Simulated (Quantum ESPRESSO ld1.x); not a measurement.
Input file for ld1.x (Quantum ESPRESSO 7.5):

```
 &input
    zed=19.0,
    iswitch=1,
    rel=1,
    lsd=1,
    dft='PW',
    config='[Ne] 3s2 3p5 4s0 3d0 4p0',
    verbosity='high',
    prefix='ld1',
    max_out_wfc=37,
    file_charge='ld1.rho',
 /
```

Command: `OMP_NUM_THREADS=1 ld1.x < ld1.in > ld1.out`

Output (excerpt):

```
     Program LD1 v.7.5 starts

     --------------------------- All-electron run ----------------------------

     scalar relativistic calculation

     atomic number is 19.00
     dft =PW   lsd =1 sic =0 latt =0  beta=0.20 tr2=1.0E-14
     Exchange-correlation= PW
                           (   1   4   0   0   0   0   0)
     mesh =1945 r(mesh) = 100.23937 a.u. xmin = -8.00 dx = 0.00800
     1 Ry =  13.60569312 eV, c = 137.03599908

     n l     nl                  e(Ry)          e(Ha)          e(eV)
     1 0     1S 1( 1.00)    -259.862410914    -129.931205457  -3535.6082171
     2 0     2S 1( 1.00)     -27.615636102     -13.807818051   -375.7298702
     2 1     2P 1( 3.00)     -22.314987876     -11.157493938   -303.6108771
     3 0     3S 1( 1.00)      -4.170392710      -2.085196355    -56.7410834
     3 1     3P 1( 3.00)      -2.924513263      -1.462256631    -39.7900300
     4 0     4S 1( 0.00)      -1.020571784      -0.510285892    -13.8855865
     3 2     3D 1( 0.00)      -1.170791366      -0.585395683    -15.9294280
     4 1     4P 1( 0.00)      -0.750576463      -0.375288232    -10.2121130
     1 0     1S 2( 1.00)    -259.841186679    -129.920593340  -3535.3194467
     2 0     2S 2( 1.00)     -27.593757783     -13.796878892   -375.4322005
     2 1     2P 2( 3.00)     -22.287877263     -11.143938632   -303.2420184
     3 0     3S 2( 1.00)      -4.084367321      -2.042183661    -55.5706484
     3 1     3P 2( 2.00)      -2.843782400      -1.421891200    -38.6916306
     4 0     4S 2( 0.00)      -1.004794479      -0.502397239    -13.6709253
     3 2     3D 2( 0.00)      -1.111410298      -0.555705149    -15.1215074
     4 1     4P 2( 0.00)      -0.739593498      -0.369796749    -10.0626822

     final scf error:  5.9E-15 reached in  23 iterations

     Etot =   -1198.461295 Ry,    -599.230647 Ha,  -16305.896594 eV
     Total magnetization:    1.00 Bohr mag.

     Ekin =    1204.940780 Ry,     602.470390 Ha,   16394.054478 eV
     Encl =   -2828.224227 Ry,   -1414.112114 Ha,  -38479.950919 eV
     Eh   =     487.146595 Ry,     243.573298 Ha,    6627.967082 eV
     Exc  =     -62.324442 Ry,     -31.162221 Ha,    -847.967235 eV
```

Run on one thread of a shared host, so times are rough (Intel(R) Xeon(R) Processor @ 2.60GHz): 0.58 s of CPU time, 1.8 s wall, 23 iterations on 1945 mesh points.
